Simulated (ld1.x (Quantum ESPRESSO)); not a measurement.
**An all-electron radial function and its pseudo partner (iron)**

Columns: radius, all-electron u(r) and pseudo u(r) of the 4s shell (level -5.29 eV) of iron in the configuration [Ar] 3d6 4s2 4p0; PBE, scalar-relativistic, ultrasoft scheme, ld1.x (Quantum ESPRESSO) 7.5.

| r (bohr) | all-electron | pseudo |
| --- | --- | --- |
| 0.120 | -0.1090 | -0.0234 |
| 0.240 | -0.1226 | -0.0478 |
| 0.360 | 0.0691 | -0.0739 |
| 0.480 | 0.2213 | -0.1026 |
| 0.600 | 0.2719 | -0.1343 |
| 0.720 | 0.2375 | -0.1693 |
| 0.840 | 0.1515 | -0.2076 |
| 0.960 | 0.0419 | -0.2489 |
| 1.080 | -0.0730 | -0.2925 |
| 1.200 | -0.1824 | -0.3377 |
| 1.320 | -0.2806 | -0.3834 |
| 1.440 | -0.3655 | -0.4284 |
| 1.560 | -0.4365 | -0.4714 |
| 1.680 | -0.4942 | -0.5111 |
| 1.800 | -0.5397 | -0.5464 |
| 1.920 | -0.5743 | -0.5761 |
| 2.040 | -0.5993 | -0.5995 |
| 2.160 | -0.6159 | -0.6159 |
| 2.280 | -0.6253 | -0.6253 |
| 2.400 | -0.6285 | -0.6285 |
| 2.520 | -0.6265 | -0.6265 |
| 2.640 | -0.6201 | -0.6201 |
| 2.760 | -0.6100 | -0.6100 |
| 2.880 | -0.5969 | -0.5969 |
| 3.000 | -0.5814 | -0.5814 |
| 3.120 | -0.5640 | -0.5640 |

(1) How many radial nodes do the two functions have?

(2) At about which radius was the pseudo-wave matched?

(3) Where does each function peak?

(4) Is the pseudo-wave norm-conserving?

## Answers

(1) The all-electron 4s function has n − l − 1 = 3 (the table is too coarse to show those close to the nucleus); the pseudo-wave has 0, since the states of the same l below it are removed with the core.

(2) 2.15 bohr, where the columns begin to agree (steps of 0.12 bohr).

(3) Outermost all-electron maximum near 2.40 bohr, pseudo maximum near 2.40 bohr (to the table’s step).

(4) No, it belongs to an ultrasoft set: the norm inside the radius is not constrained, and the difference is carried by the augmentation charge.
